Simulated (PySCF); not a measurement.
Ionisation energy of Nd⁵⁷⁺ by level of theory

Nd⁵⁷⁺ [He] 2s1 (2S) → Nd⁵⁸⁺ 1s2 (1S), as a difference of total energies. Calculation: PySCF 2.14, in an uncontracted even-tempered set (17 s from 33 bohr⁻², ratio 2.2; 8 p from 50 bohr⁻², ratio 2.4; 5 d from 150 bohr⁻², ratio 2.4; 5 f from 230 bohr⁻², ratio 2.4; 4 g from 340 bohr⁻², ratio 2.4); the non-relativistic Hamiltonian (point nucleus). Correlated levels: nothing frozen; virtual orbitals above 40 to 60 times the deepest correlated orbital energy dropped. The calculations carry no spin-orbit coupling.

```json
{"method": "UHF", "ionisation energy (eV)": "11602.2", "difference from reference (eV)": "-739.5"}
{"method": "LDA", "ionisation energy (eV)": "11594.5", "difference from reference (eV)": "-747.2"}
{"method": "PBE", "ionisation energy (eV)": "11607.2", "difference from reference (eV)": "-734.5"}
{"method": "PBE0", "ionisation energy (eV)": "11606.0", "difference from reference (eV)": "-735.7"}
{"method": "r2SCAN", "ionisation energy (eV)": "11598.9", "difference from reference (eV)": "-742.8"}
{"method": "BP86", "ionisation energy (eV)": "11606.9", "difference from reference (eV)": "-734.8"}
{"method": "TPSS", "ionisation energy (eV)": "11606.3", "difference from reference (eV)": "-735.4"}
{"method": "MP2 (all electrons)", "ionisation energy (eV)": "11602.4", "difference from reference (eV)": "-739.3"}
{"method": "SCS-MP2 (all electrons)", "ionisation energy (eV)": "11602.4", "difference from reference (eV)": "-739.3"}
```

Reference: 12341.66 ± 0.07 eV (theoretical estimate listed by NIST; NIST Atomic Spectra Database, ionization energies).

The gap to the reference is mostly relativistic.
